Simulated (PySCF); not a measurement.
How methods differ on the ionisation energy of S²⁺

S²⁺ [Ne] 3s2 3p2 (3P) → S³⁺ [Ne] 3s2 3p1 (2P), as a difference of total energies. Computed with PySCF 2.14 in aug-cc-pCVTZ-DK (8s7p5d3f, 75 functions), with scalar relativity by spin-free X2C-1e. Correlated levels: valence: [Ne] frozen; valence and next inner shell: 1s2 frozen; nothing frozen. The calculations carry no spin-orbit coupling.

```
                                method  ionisation energy (eV)
                                   UHF                  34.149
                                   LDA                  34.868
                                   PBE                  34.825
                                  PBE0                  34.867
                                r2SCAN                  35.022
                                  BLYP                  34.623
                                 HSE06                  34.855
                               r2SCAN0                  34.993
                                  MN15                  34.947
                         MP2 (valence)                  34.634
                     SCS-MP2 (valence)                  34.538
    MP2 (valence and next inner shell)                  34.675
SCS-MP2 (valence and next inner shell)                  34.574
                   MP2 (all electrons)                  34.678
               SCS-MP2 (all electrons)                  34.576
```

Question: How much does correlation contribute at MP2 (all electrons)?

Answer: 34.678 − (34.149) = 0.529 eV, measured against UHF.

A first-order spin-orbit estimate (lowest level to lowest level, LS coupling) adds -0.009 eV.

Errors of the correlated levels include the incompleteness of this basis and the frozen core.

For comparison: 34.86 ± 0.04 eV (semi-empirical (NIST evaluation); NIST Atomic Spectra Database, ionization energies).
